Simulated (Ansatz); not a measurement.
SH-, closed-shell singlet (the spin of the measured ground state), most abundant isotopes (1.0078 and 31.9721 u). Constants from fifth-degree fits in 1/R to seven points on the lowest solution found; no spin–orbit coupling, no relativity up to Kr; ω_e x_e and α_e move by some per cent with the fit.

Cores are frozen in the correlated methods. CBS: X⁻³ extrapolation of the correlation energy, Hartree–Fock from the larger set.

Programs: Ansatz (Gaussian orbitals). Values without a source in brackets are computed.

```
level                                          r_e (Å)  ω_e (cm⁻¹)  ω_e x_e (cm⁻¹)  α_e (cm⁻¹)
---------------------------------------------  -------  ----------  --------------  ----------
PBE/def2-TZVPP                                  1.3575      2561.2            51.0       0.296
CCSD(T)/CBS(aug-cc-pV(Q+d)Z, aug-cc-pV(5+d)Z)   1.3448      2652.6            52.0       0.293
```

Task: Derive the rotational constants, the centrifugal constant, the fundamental, the zero-point energy and the force constant.

Result: 
μ = 0.97703 u.
- PBE/def2-TZVPP: B_e = 16.8576/(μ r_e²) = 9.3623 cm⁻¹; B₀ = B_e − α_e/2 = 9.2144 cm⁻¹; D = 4B_e³/ω_e² = 5.00e-04 cm⁻¹; fundamental ω_e − 2ω_e x_e = 2459 cm⁻¹; zero-point energy ω_e/2 − ω_e x_e/4 = 1268 cm⁻¹; k = μ(2πcω_e)² = 378 N/m; the line J = 1 ← 0 at 2B₀ = 552.5 GHz
- CCSD(T)/CBS(aug-cc-pV(Q+d)Z, aug-cc-pV(5+d)Z): B_e = 16.8576/(μ r_e²) = 9.5412 cm⁻¹; B₀ = B_e − α_e/2 = 9.3947 cm⁻¹; D = 4B_e³/ω_e² = 4.94e-04 cm⁻¹; fundamental ω_e − 2ω_e x_e = 2549 cm⁻¹; zero-point energy ω_e/2 − ω_e x_e/4 = 1313 cm⁻¹; k = μ(2πcω_e)² = 405 N/m; the line J = 1 ← 0 at 2B₀ = 563.3 GHz

Ansatz is a quantum-chemistry and plane-wave program.
